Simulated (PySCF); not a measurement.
# Ionisation energy of N²⁺ by level of theory

N²⁺ [He] 2s2 2p1 (2P) → N³⁺ [He] 2s2 (1S), as a difference of total energies. All numbers are calculated (PySCF 2.14, no relativity, point nucleus, in def2-QZVPPD (8s4p4d2f1g, 63 functions)). Correlated levels: valence and next inner shell: nothing frozen. The calculations carry no spin-orbit coupling.

| method | ionisation energy (eV) | plus first-order spin-orbit estimate | difference from reference of that sum (eV) |
| --- | --- | --- | --- |
| UHF | 47.301 | 47.316 | -0.129 |
| MP2 (valence and next inner shell) | 47.570 | 47.584 | +0.139 |
| SCS-MP2 (valence and next inner shell) | 47.512 | 47.527 | +0.082 |
| CCSD (valence and next inner shell) | 47.332 | 47.347 | -0.098 |
| CCSD(T) (valence and next inner shell) | 47.359 | 47.374 | -0.071 |

Reference: 47.445 eV (semi-empirical (NIST evaluation); NIST Atomic Spectra Database, ionization energies).

A first-order spin-orbit estimate (lowest level to lowest level, LS coupling) adds 0.015 eV.

Errors of the correlated levels include the incompleteness of this basis.

The coupled-cluster amplitudes are large for N³⁺ (T1 above 0.03 or a double amplitude above 0.15), so a single reference is strained.
